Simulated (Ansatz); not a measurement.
Input file for Ansatz (a quantum-chemistry and plane-wave program): R-CCSD(T)/def2-TZVPPD on H2MgO (SMILES [OH][MgH]), atoms moved off the minimum. Files ending in .json are basis or fitting sets from the Basis Set Exchange.

Ansatz 0.2 input:
```yaml
crystal:
  periodic: [false, false, false]
  atoms:
    - {symbol: Mg, position_ang: [-0.13467349, -0.08258188, -0.67210534]}
    - {symbol: H, position_ang: [-0.03910450, -0.02371631, -2.44961303]}
    - {symbol: O, position_ang: [-0.01115306, -0.05669615, 1.01147504]}
    - {symbol: H, position_ang: [-0.03911609, -0.09389243, 2.08929724]}
basis:
  gaussian:
    orbitals: def2-TZVPPD.json
magnetization: {spin_polarized: false}
correlation: {method: ccsd_t, electrons: outside_noble_gas}
scf: {lower_state_search: off}
output: {forces: true}
```

The head of its log:

```
WARN ansatz: RAYON_NUM_THREADS=1 ignored (pool sized by the plan → 1); use --threads N
Functional definition: HF
these checks for a lower state are left out or cut short: starts, cluster_reference, orbital_swaps, neighbouring_geometries, increment
integrals: 0.14 GiB planned
732 factors; integrals over basis functions are off by at most 1.4e-3 eV
mean field: 0.17 GiB planned
mean field evaluation 1: about -7497.6312 eV, gradient 4.4e1 eV
mean field evaluation 2: about -7497.6318 eV, gradient 4.4e1 eV
mean field evaluation 4: about -7501.4030 eV, gradient 2.0e0 eV
mean field evaluation 8: about -7501.4298 eV, gradient 7.2e-2 eV
mean field -7501.42981814 eV, -275.6724611649 hartree, gradient 1.7e-6 eV, S^2 0.000000; 0 other end points of the search recorded, 0 dependent functions left out
6 core orbitals not correlated
reference -7501.42981814 eV, -275.6724611649 hartree; 5, 5 occupied and 98, 98 virtual orbitals, 732 factors
densities: 0.56 GiB planned
```

Question: Predict the final total energy.

Answer: -275.9925 hartree (reference determinant -275.6725, T1 diagnostic 0.014).
